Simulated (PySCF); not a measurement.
# Magnetisability: SMILES C1CCCN1NC1CC1, C7H14N2

Molfile (atoms numbered from 1):
```
C7H14N2
     RDKit          3D

 23 24  0  0  0  0  0  0  0  0999 V2000
   -2.6169    0.0991    0.3923 C   0  0  0  0  0  0  0  0  0  0  0  0
   -2.4770    0.2584   -1.1209 C   0  0  0  0  0  0  0  0  0  0  0  0
   -0.9979    0.6184   -1.2896 C   0  0  0  0  0  0  0  0  0  0  0  0
   -0.3145    0.1629   -0.0747 N   0  0  0  0  0  0  0  0  0  0  0  0
    0.8646   -0.5462   -0.3614 N   0  0  0  0  0  0  0  0  0  0  0  0
    1.8399   -0.4500    0.6816 C   0  0  0  0  0  0  0  0  0  0  0  0
    3.2742   -0.3338    0.2569 C   0  0  0  0  0  0  0  0  0  0  0  0
    2.5573    0.8587    0.8090 C   0  0  0  0  0  0  0  0  0  0  0  0
   -1.2834   -0.5297    0.7685 C   0  0  0  0  0  0  0  0  0  0  0  0
   -2.7085    1.0760    0.8666 H   0  0  0  0  0  0  0  0  0  0  0  0
   -3.4655   -0.5187    0.6810 H   0  0  0  0  0  0  0  0  0  0  0  0
   -2.6988   -0.6889   -1.6157 H   0  0  0  0  0  0  0  0  0  0  0  0
   -3.1381    1.0217   -1.5263 H   0  0  0  0  0  0  0  0  0  0  0  0
   -0.8622    1.7016   -1.3695 H   0  0  0  0  0  0  0  0  0  0  0  0
   -0.5532    0.1543   -2.1749 H   0  0  0  0  0  0  0  0  0  0  0  0
    0.6764   -1.5305   -0.5914 H   0  0  0  0  0  0  0  0  0  0  0  0
    1.6358   -0.9991    1.6032 H   0  0  0  0  0  0  0  0  0  0  0  0
    3.4750   -0.3513   -0.8023 H   0  0  0  0  0  0  0  0  0  0  0  0
    4.0269   -0.8162    0.8616 H   0  0  0  0  0  0  0  0  0  0  0  0
    2.2705    1.6343    0.1182 H   0  0  0  0  0  0  0  0  0  0  0  0
    2.8132    1.2110    1.7961 H   0  0  0  0  0  0  0  0  0  0  0  0
   -1.0272   -0.3903    1.8213 H   0  0  0  0  0  0  0  0  0  0  0  0
   -1.2954   -1.6147    0.5533 H   0  0  0  0  0  0  0  0  0  0  0  0
  1  2  1  0
  2  3  1  0
  3  4  1  0
  4  5  1  0
  5  6  1  0
  6  7  1  0
  7  8  1  0
  4  9  1  0
  9  1  1  0
  8  6  1  0
  1 10  1  0
  1 11  1  0
  2 12  1  0
  2 13  1  0
  3 14  1  0
  3 15  1  0
  5 16  1  0
  6 17  1  0
  7 18  1  0
  7 19  1  0
  8 20  1  0
  8 21  1  0
  9 22  1  0
  9 23  1  0
M  END
```

Computed, not measured: PySCF, GIAO PBE0/pcSseg-1 magnetisability, rotational g tensor and spin-rotation constants, non-relativistic, gas phase. Geometry: GFN2-xTB.

Task: How diamagnetic is it, and how anisotropic?

Result: Isotropic -1629 × 10⁻³⁰ J/T², or -98.1 × 10⁻⁶ cm³/mol; principal values -1786, -1577, -1523 × 10⁻³⁰ J/T², anisotropy 241 × 10⁻³⁰ J/T² (root of half the summed squared differences of the principal values). The susceptibility is in cgs units.

Task: Split it along the inertial axes a, b, c into diamagnetic and paramagnetic parts about the centre of mass, with the quadrupole moment.

Result: 
```tsv
axis	χ (10⁻⁶ cm³/mol)	diamagnetic (10⁻⁶ cm³/mol)	paramagnetic (10⁻⁶ cm³/mol)	summed x² of all electrons (Å²)	quadrupole Θ (D Å)
a	-100.9	-416.8	315.9	328.5	+0.90
b	-101.3	-1557.8	1456.4	59.6	-0.74
c	-92.1	-1646.5	1554.4	38.7	-0.16
```
Anisotropies 2χaa − χbb − χcc = -8.4 and 2χbb − χaa − χcc = -9.7 × 10⁻⁶ cm³/mol. Θ is traceless in Buckingham's convention.

Task: And the rotational g tensor?

Result: 
```
axis  rotational constant (GHz)        g  nuclear part  electronic part
   a                     4.5246  +0.0037        0.6752          -0.6715
   b                     0.8629  +0.0013        0.5917          -0.5905
   c                     0.8144  -0.0025        0.5923          -0.5947
```
Asymmetric top; isotopes 12C, 1H, 14N; no vibrational averaging.
